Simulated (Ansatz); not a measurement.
Species: TlI, charge 1, doublet. TlI+ (parent SMILES [I][Tl], doublet).
B3LYP-D3(BJ)/def2-TZVP minimum from Ansatz (a first-principles code):
```
Tl
I 1 3.4191
```
Charge +1, spin multiplicity 2.

Total energies in def2-TZVPP, 9 correlated electrons, 18 frozen orbitals. Open shells are spin-unrestricted; no spin-orbit coupling. Cores are frozen in correlated methods (noble-gas shells, and filled d and f shells in the p block). Past Kr the def2 sets carry scalar-relativistic core potentials. Spin-orbit terms, left out, reach several kcal/mol for Br and I, and more for heavier atoms. The spin of ITl+ (parent SMILES [I][Tl], doublet) was assumed, and the state is the lowest solution found for it.

```
method    program  energy (Eh)  minus CCSDT(Q) (mEh)
--------  -------  -----------  --------------------
HF         Ansatz   -467.99669                168.10
MP2        Ansatz   -468.13444                 30.35
CCSD       Ansatz   -468.15931                  5.48
CCSD(T)    Ansatz   -468.16401                  0.79
CCSDT(Q)   Ansatz   -468.16479                  0.00
```

Rough core times of Ansatz's runs on a shared machine: CCSD(T) 90 s, CCSDT(Q) 7 min.
